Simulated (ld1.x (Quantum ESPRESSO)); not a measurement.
What one change does to a pseudopotential (vanadium, TM)

```
Element                 : V
Generator               : ld1.x (Quantum ESPRESSO) 7.5
Type                    : norm-conserving Troullier–Martins (Kleinman–Bylander form)
Functional              : PBE
Relativity              : scalar-relativistic
Frozen core             : [Ne]
Valence charge          : 13
Reference configuration : 3s2 3p6 3d3 4s2 4p0
Partial waves           : 3p (bound): rc 0.90 bohr; 3d (bound): rc 2.40 bohr; 3s (bound): rc 1.10 bohr
Local potential         : the s channel
Core correction         : none
```

Occupied shells without a wave of their own: 4s. They enter only through the test configuration that unscreens the potential.

All-electron outer shells of the reference configuration (PBE, scalar-relativistic, ld1.x):

| shell | level (eV) | outermost node (bohr) | outermost maximum (bohr) |
| --- | --- | --- | --- |
| 2s | -602.64 | 0.09 | 0.26 |
| 2p | -503.16 | – | 0.21 |
| 3s | -70.24 | 0.38 | 0.82 |
| 3p | -44.04 | 0.35 | 0.84 |
| 3d | -5.16 | – | 0.90 |
| 4s | -4.70 | 1.17 | 2.76 |
| 4p | -1.44 | 1.30 | 3.63 |

Change: wave 3s (bound): rc 1.10 bohr becomes 3s (bound): rc 1.40 bohr.

Cutoffs: the cutoffs (Ry, on a coarse ladder) from which the occupation-weighted sum of valence levels, in a spherical-Bessel basis at the reference potential, stays within 10 and 1 mRy of its value at 400 Ry; they do not see the model core or the augmentation charge, which bear on the density cutoff. Errors are all-electron minus pseudo energies relative to the spin-unpolarised reference configuration.

How do hardness, ghosts and transferability respond?

The potential gets softer (120 Ry and 200 Ry → 100 Ry and 180 Ry); the miss of the reference levels goes from 0.09 to 0.44 eV; of the 7 tests that both files solve, the error grows in 6 and shrinks in 0 by more than 15 % and 0.3 meV (median size 316.8 → 790.3 meV); the range in which the p phases agree narrows (upper end at the end of the scan → 0.1); neither file shows a bound ghost. A larger radius leaves more room for a smooth pseudo-wave, so fewer plane waves are needed. More of the atom is replaced by a form fitted at one configuration, so other configurations suffer.

| quantity | base | changed |
| --- | --- | --- |
| cutoff, loose | 120 Ry | 100 Ry |
| cutoff, tight | 200 Ry | 180 Ry |
| loose cutoff by channel (10 mRy a level) | p 70 Ry, d 40 Ry, s 100 Ry | p 70 Ry, d 40 Ry, s 40 Ry |
| bound ghosts | none | none |
| largest miss of a reference level, eV | 0.09 | 0.44 |
| error for 3s2 3p6 3d3 4s1 4p0, meV [ΔE 7.73 eV] | -124 | -585 |
| error for 3s2 3p6 3d3 4s0 4p0, meV [ΔE 22.03 eV] | -328 | -1538 |
| error for 3s2 3p6 3d2 4s0 4p0, meV [ΔE 50.93 eV] | -412 | -2251 |
| error for 3s2 3p6 3d4 4s0 4p0, meV [ΔE 7.20 eV] | -85 | -790 |
| error for 3s1 3p6 3d3 4s2 4p0, meV [ΔE 77.43 eV] | -317 | -278 |
| error for 3s2 3p6 3d1 4s0 4p0, meV [ΔE 96.80 eV] | +389 | -2145 |
| error for 3s2 3p6 3d4 4s1 4p0, meV [ΔE 0.59 eV] | -19 | -273 |
| s: phases at 2.61 bohr within 0.05 rad from the reference energy up to (Ry; the scan ends near 5) | -0.3 | -0.9 |
| p: phases at 2.61 bohr within 0.05 rad from the reference energy up to (Ry; the scan ends near 5) | to the end of the scan | 0.1 |
| d: phases at 2.61 bohr within 0.05 rad from the reference energy up to (Ry; the scan ends near 5) | 1.0 | 1.1 |

Base: The 4s level has no wave, so the channel is fitted at the deeper level alone: the likely source of the large errors. Changed file: The 4s level has no wave, so the channel is fitted at the deeper level alone: the likely source of the large errors.
